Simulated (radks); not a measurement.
The iridium ion Ir4+, configuration [Xe] 4f14 5d4.5 5f0.5 (fractional occupations, a model configuration).

All-electron calculation, scalar-relativistic Kohn-Sham, BLYP, spin-polarised, spherical densities, point nucleus; open shells are filled with parallel spins first (spin-orbit coupling, left out, can overturn this in heavy ions). Program: a radial shooting solver on a logarithmic mesh with Libxc functionals.

Energy parts (eV):
| part | energy |
|---|---|
| total | -485025.78 |
| kinetic | 539415.77 |
| electron-nucleus | -1200028.62 |
| Hartree | 184989.41 |
| exchange-correlation | -9402.34 |

Orbitals (lengths in bohr, moments of r in powers of bohr; r(max) is where P^2 peaks; r(90%) holds 90 % of the orbital's charge):
\begin{tabular}{lrrrrrr}
orbital & occ. & eigenvalue (eV) & <1/r> & <r^2> & r(max) & r(90%) \\ \hline
1s down & 1 & -76197.13 & 92.25 & 0.0004192 & 0.01082 & 0.0318 \\
1s up & 1 & -76197.12 & 92.25 & 0.0004192 & 0.01082 & 0.0318 \\
2s up & 1 & -13371.47 & 21.60 & 0.006414 & 0.06228 & 0.114 \\
2s down & 1 & -13371.12 & 21.60 & 0.006414 & 0.06228 & 0.114 \\
2p up & 3 & -11621.98 & 19.36 & 0.005363 & 0.05138 & 0.108 \\
2p down & 3 & -11621.69 & 19.36 & 0.005363 & 0.05137 & 0.108 \\
3s up & 1 & -3165.901 & 8.006 & 0.04147 & 0.1756 & 0.279 \\
3s down & 1 & -3165.768 & 8.006 & 0.04147 & 0.1756 & 0.279 \\
3p up & 3 & -2654.497 & 7.338 & 0.04244 & 0.1745 & 0.286 \\
3p down & 3 & -2654.348 & 7.338 & 0.04243 & 0.1745 & 0.286 \\
3d up & 5 & -2092.041 & 6.918 & 0.03516 & 0.1421 & 0.269 \\
3d down & 5 & -2091.787 & 6.918 & 0.03516 & 0.1421 & 0.269 \\
4s up & 1 & -714.8992 & 3.420 & 0.2022 & 0.3971 & 0.607 \\
4s down & 1 & -714.5431 & 3.419 & 0.2022 & 0.3971 & 0.607 \\
4p up & 3 & -547.1883 & 3.095 & 0.2308 & 0.4174 & 0.654 \\
4p down & 3 & -546.8544 & 3.095 & 0.2307 & 0.4174 & 0.654 \\
4d up & 5 & -341.4076 & 2.766 & 0.2648 & 0.4261 & 0.715 \\
4d down & 5 & -341.0202 & 2.767 & 0.2645 & 0.4262 & 0.715 \\
5s up & 1 & -148.6657 & 1.384 & 1.059 & 0.8900 & 1.39 \\
5s down & 1 & -146.1064 & 1.396 & 1.047 & 0.8856 & 1.38 \\
4f up & 7 & -112.6774 & 2.316 & 0.3503 & 0.3948 & 0.869 \\
4f down & 7 & -112.0748 & 2.323 & 0.3456 & 0.3947 & 0.861 \\
5p up & 3 & -104.8220 & 1.184 & 1.396 & 0.9994 & 1.61 \\
5p down & 3 & -101.6911 & 1.194 & 1.385 & 0.9929 & 1.60 \\
5d up & 4.5 & -54.1126 & 0.8813 & 2.440 & 1.245 & 2.17 \\
5d down & 0 & -50.7364 & 0.8750 & 2.515 & 1.240 & 2.22 \\
6s up & 0 & -44.6110 & 0.5810 & 5.490 & 2.057 & 3.14 \\
6s down & 0 & -42.8046 & 0.5633 & 5.723 & 2.096 & 3.21 \\
6p up & 0 & -33.9895 & 0.4884 & 7.693 & 2.431 & 3.73 \\
5f up & 0.5 & -19.7531 & 0.4133 & 10.17 & 2.529 & 4.50 \\
\end{tabular}

The highest occupied level is 5f up at -19.753 eV. The configuration is held as typed, so some empty levels lie below it. Spin moment in Bohr magnetons: 5. Summed over all electrons, <r^2> = 36.56 bohr^2, which gives a Langevin (diamagnetic) susceptibility term of -29 x 10^-6 cm^3/mol.

Run on one thread of a shared host, so times are rough (AMD EPYC 7R43 64-Core Processor): 0.34 s of CPU time, 0.34 s wall, 15 iterations on 2516 mesh points.
